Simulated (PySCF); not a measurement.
Compound: InH2Me, CH5In.
Geometry (PBE0-D3(BJ)/def2-SVP, Å), atoms numbered from 1 in this order:
```xyz
7
CH5In angstrom
In     0.573    0.999    0.003
H      2.312    1.008    0.028
H     -0.284    2.511   -0.051
C     -0.509   -0.878    0.016
H     -0.594   -1.252   -1.018
H     -1.524   -0.751    0.417
H      0.026   -1.637    0.605
```

The calculation used TDDFT B3LYP/def2-SVPD, vertical, gas phase, core orbitals frozen in the response, def2 core potentials past Kr (PySCF 2.14.0, density-fitted response routines). Spin–orbit coupling is left out.

Frontier orbitals with the atoms that hold most of them (Löwdin shares over 4%, at most four atoms; ? is withheld):

```tsv
orbital	ε (eV)	atoms
LUMO+2	0.18	In1 63%, H3 13%, H2 13%, C4 7%
LUMO+1	-0.14	In1 48%, C4 18%, H3 9%, H2 9%
LUMO	?	In1 72%, H3 8%, H2 8%, C4 8%
HOMO	-7.40	?
HOMO-1	-7.71	?
HOMO-2	-10.75	C4 50%, H5 26%, H7 12%, H6 8%
HOMO-3	-10.81	C4 50%, H6 22%, H7 19%, H5 4%
```

(1) Which atoms hold the HOMO-1, and with what shares?

(2) Give the leading atoms of the HOMO.

(3) What is the LUMO energy, and the HOMO–LUMO gap?

Answers

(1) In1 (bonded to C and 2 H) 40%; H2 (bonded to In) 28%; H3 (bonded to In) 28%. By element: hydrogen 55% or more, indium 40%.

(2) C4 (bonded to In and 3 H) 40%; In1 (bonded to C and 2 H) 26%; H3 (bonded to In) 9%; H2 (bonded to In) 9%. By element: carbon 40%, indium 26%, hydrogen 18% or more.

(3) ε(LUMO) = -1.86 eV; the gap is 5.54 eV (0.2035 hartree).

Problem. The HOMO–LUMO gap is 5.54 eV. Where does the response calculation put the lowest singlet, and from which orbitals?

Solution. S1 is at 4.46 eV (f = 0.0012), 1.08 eV below the gap, made of HOMO→LUMO (100%). Without the coupling terms of the response equations the lowest excitation would equal the gap.

Problem. Give energy, strength and leading configuration of S1, S2, S3 and S4, and follow the Löwdin shares of the leading atoms from the occupied to the empty orbital.

Solution. 
- S1 (4.46 eV, f 0.0012), HOMO→LUMO (100%): C4 40% → 8%, In1 26% → 72%, H3 9% → 8%
- S2 (4.78 eV, f 0.0000), HOMO-1→LUMO (100%): In1 40% → 72%, H2 28% → 8%, H3 28% → 8%
- S3 (6.57 eV, f 0.107), HOMO→LUMO+1 (76%): C4 40% → 18%, In1 26% → 48%
- S4 (6.90 eV, f 0.0027), HOMO-1→LUMO+1 (79%): In1 40% → 48%, H2 28% → 9%, C4 at most 4% → 18%
